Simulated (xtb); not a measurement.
xtb input (GFN2-xTB):

```bash
xtb mol.xyz --gfn 2 --ohess tight --chrg -1 --uhf 0
```
mol.xyz:
```
17

C      2.58737907     0.33633940     0.48356829
C      1.35052581     0.71512219    -0.27385935
C      0.42081918    -0.49960755    -0.48805699
C     -0.79354215    -0.13025782    -1.29334857
C     -2.06697109    -0.03662537    -0.77836505
C     -2.58205599    -0.34685482     0.60305798
H      3.23508017     1.15280527     0.63736702
H      2.32546211    -0.09840489     1.44379559
H      3.15417160    -0.41053507    -0.04979712
H      0.77299574     1.44778909     0.28214327
H      1.56971241     1.18468378    -1.22933924
H      0.14312646    -1.01074948     0.42738642
H      0.95652712    -1.27460484    -1.06242544
H     -2.86799134     0.21926924    -1.51975457
H     -1.73297161    -0.51350087     1.32004506
H     -3.14110160     0.52501831     0.92835554
H     -3.22859069    -1.22367642     0.59194263
```

Output:

```
           -------------------------------------------------
          |                Calculation Setup                |
           -------------------------------------------------

           -------------------------------------------------
          |                 G F N 2 - x T B                 |
           -------------------------------------------------

        Reference                      10.1021/acs.jctc.8b01176
      * Hamiltonian:
        H0-scaling (s, p, d)           1.850000    2.230000    2.230000
        zeta-weighting                 0.500000
      * Dispersion:
        s8                             2.700000
        a1                             0.520000
        a2                             5.000000
        s9                             5.000000
      * Repulsion:
        kExp                           1.500000    1.000000
        rExp                           1.000000
      * Coulomb:
        alpha                          2.000000
        third order                    shell-resolved
        anisotropic                    true
        a3                             3.000000
        a5                             4.000000
        cn-shift                       1.200000
        cn-exp                         4.000000
        max-rad                        5.000000

          ...................................................
          :                      SETUP                      :
          :.................................................:
          :  # basis functions                  35          :
          :  # atomic orbitals                  35          :
          :  # shells                           23          :
          :  # electrons                        36          :
          :  max. iterations                   250          :
          :  Hamiltonian                  GFN2-xTB          :
          :  restarted?                      false          :
          :  GBSA solvation                  false          :
          :  PC potential                    false          :
          :  electronic temp.          300.0000000     K    :
          :  accuracy                    1.0000000          :
          :  -> integral cutoff          0.2500000E+02      :
          :  -> integral neglect         0.1000000E-07      :
          :  -> SCF convergence          0.1000000E-05 Eh   :
          :  -> wf. convergence          0.1000000E-03 e    :
          :  Broyden damping             0.4000000          :
          :  net charge                         -1          :
          :  unpaired electrons                  0          :
          ...................................................

 iter      E             dE          RMSdq      gap      omega  full diag
   1    -18.6603865 -0.186604E+02  0.395E+00    3.42       0.0  T
   2    -18.7621198 -0.101733E+00  0.278E+00    2.95       1.0  T
   3    -18.7813011 -0.191814E-01  0.152E+00    3.36       1.0  T
   4    -18.7827715 -0.147034E-02  0.859E-01    3.14       1.0  T
   5    -18.7873686 -0.459711E-02  0.111E-01    3.29       1.0  T
   6    -18.7874158 -0.472313E-04  0.536E-02    3.28       1.0  T
[...]
eigval :       -0.00    -0.00    -0.00     0.00     0.00     0.00
Molecule has no symmetry elements
It seems to be the C1 point group
eigval :      -33.03    81.38    83.91   194.74   221.53   295.24
eigval :      358.21   469.80   545.13   768.39   781.24   844.80
eigval :      894.19   899.96   945.60   984.98   994.47  1065.72
eigval :     1085.07  1103.14  1226.10  1253.91  1273.06  1330.84
eigval :     1342.40  1367.48  1398.29  1505.56  1508.97  1515.25
eigval :     1516.65  1520.44  1531.59  1575.03  2645.02  2772.86
eigval :     2819.64  2828.79  2864.84  2935.50  2949.41  2960.06
eigval :     2979.54  2990.09  2999.99
 reduced masses (amu)
   1: 10.25   2:  9.84   3:  9.76   4: 10.28   5:  8.73   6: 10.15   7:  7.96   8:  1.38
   9:  7.08  10:  8.42  11:  2.18  12:  8.31  13:  8.77  14: 10.38  15:  7.77  16:  2.47
  17:  2.57  18:  8.38  19:  7.17  20:  4.59  21:  7.88  22:  4.52  23:  5.38  24:  8.95
  25:  5.11  26:  7.47  27:  4.51  28:  3.57  29:  2.22  30:  4.44  31:  3.01  32:  2.52
  33:  3.09  34:  1.86  35:  2.14  36:  1.57  37:  1.69  38:  1.65  39:  2.49  40: 10.35
  41:  1.73  42:  1.70  43:  1.61  44:  1.90  45:  1.52  46:  1.95  47:  1.67  48:  1.59
  49:  1.61  50:  1.95  51:  1.38
 IR intensities (km·mol⁻¹)
   1:  9.59   2:  5.90   3:  2.69   4:  7.31   5:  4.25   6: 19.63   7:  3.34   8:  0.08
   9:  0.84  10:  3.41  11:  0.22  12:  2.18  13:  1.14  14:  3.10  15:  6.58  16:  1.05
  17:  0.54  18:  8.38  19: 46.98  20:  7.38  21: 12.37  22:  0.06  23: 15.06  24:  7.84
  25:  2.64  26:  0.40  27:  3.48  28: 25.42  29: 10.24  30:  5.21  31: 49.82  32:  3.63
  33:  1.30  34:  1.67  35: 12.97  36:  0.28  37:  3.21  38:  0.25  39: 20.08  40: 44.01
  41:234.86  42:408.56  43:159.02  44:238.86  45:261.60  46: 80.02  47: 55.84  48:138.45
  49: 91.96  50:119.85  51: 65.87
 Raman intensities (Ä⁴*amu⁻¹)
   1:  0.00   2:  0.00   3:  0.00   4:  0.00   5:  0.00   6:  0.00   7:  0.00   8:  0.00
   9:  0.00  10:  0.00  11:  0.00  12:  0.00  13:  0.00  14:  0.00  15:  0.00  16:  0.00
  17:  0.00  18:  0.00  19:  0.00  20:  0.00  21:  0.00  22:  0.00  23:  0.00  24:  0.00
  25:  0.00  26:  0.00  27:  0.00  28:  0.00  29:  0.00  30:  0.00  31:  0.00  32:  0.00
  33:  0.00  34:  0.00  35:  0.00  36:  0.00  37:  0.00  38:  0.00  39:  0.00  40:  0.00
  41:  0.00  42:  0.00  43:  0.00  44:  0.00  45:  0.00  46:  0.00  47:  0.00  48:  0.00
  49:  0.00  50:  0.00  51:  0.00
 output can be read by thermo (or use thermo option).
 writing <g98.out> molden fake output.
 recommended (thermochemical) frequency scaling factor: 1.0
           -------------------------------------------------
          |             Thermodynamic Functions             |
           -------------------------------------------------

c1  symmetry found (for desy threshold:  0.10E+00) used in thermo

          ...................................................
          :                      SETUP                      :
          :.................................................:
          :  # frequencies                          44      :
          :  # imaginary freq.                       1      :
          :  linear?                             false      :
          :  only rotor calc.                    false      :
          :  symmetry                               c1      :
          :  rotational number                       1      :
          :  scaling factor                  1.0000000      :
          :  rotor cutoff                   50.0000000 cm⁻¹ :
          :  imag. cutoff                  -20.0000000 cm⁻¹ :
          :.................................................:

    mode    ω/cm⁻¹     T·S(HO)/kcal·mol⁻¹    T·S(FR)/kcal·mol⁻¹   T·S(vib)
   ------------------------------------------------------------------------
       1     81.38    -1.15003 ( 87.53%)    -0.91199 ( 12.47%)    -1.12035
       2     83.91    -1.13215 ( 88.80%)    -0.90293 ( 11.20%)    -1.10649
       3    194.74    -0.65063 ( 99.57%)    -0.65366 (  0.43%)    -0.65064
       4    221.53    -0.58036 ( 99.74%)    -0.61549 (  0.26%)    -0.58045
       5    295.24    -0.43046 ( 99.92%)    -0.53043 (  0.08%)    -0.43054
   ------------------------------------------------------------------------
Note: The following floating-point exceptions are signalling: IEEE_UNDERFLOW_FLAG IEEE_DENORMAL
normal termination of xtb

   temp. (K)  partition function   enthalpy   heat capacity  entropy
                                   cal/mol     cal/K/mol   cal/K/mol   J/K/mol
 298.15  VIB   51.8                 2829.617     19.619     17.151
         ROT  0.201E+06              888.752      2.981     27.243
         INT  0.104E+08             3718.369     22.600     44.395
         TR   0.734E+27             1481.254      4.968     39.150
         TOT                        5199.6228    27.5685    83.5449   349.5518

       T/K    H(0)-H(T)+PV         H(T)/Eh          T*S/Eh         G(T)/Eh
   ------------------------------------------------------------------------
    298.15    0.828613E-02    0.154610E+00    0.396949E-01    0.114915E+00
   ------------------------------------------------------------------------

         :::::::::::::::::::::::::::::::::::::::::::::::::::::
         ::                  THERMODYNAMIC                  ::
         :::::::::::::::::::::::::::::::::::::::::::::::::::::
         :: total free energy         -18.401718962331 Eh   ::
         ::.................................................::
         :: total energy              -18.516634220487 Eh   ::
         :: zero point energy           0.146324000327 Eh   ::
         :: G(RRHO) w/o ZPVE           -0.031408742171 Eh   ::
         :: G(RRHO) contrib.            0.114915258156 Eh   ::
         :::::::::::::::::::::::::::::::::::::::::::::::::::::
imag cut-off (cm-1) :    5.00
 found            1  significant imaginary frequency
 writing imag mode distorted coords to xtbhess.xyz
 for further optimization.

optimized geometry written to: xtbopt.xyz

           -------------------------------------------------
          | TOTAL ENERGY              -18.516634220487 Eh   |
          | TOTAL ENTHALPY            -18.362024093754 Eh   |
          | TOTAL FREE ENERGY         -18.401718962331 Eh   |
          | GRADIENT NORM               0.000220394279 Eh/α |
          | HOMO-LUMO GAP               3.905347802840 eV   |
           -------------------------------------------------

------------------------------------------------------------------------
------------------------------------------------------------------------
 total:
 SCF:
 ANC optimizer:
 analytical hessian:
```

It need not be the lowest isomer of its formula. Whether it binds its extra electron was not tested at this geometry.
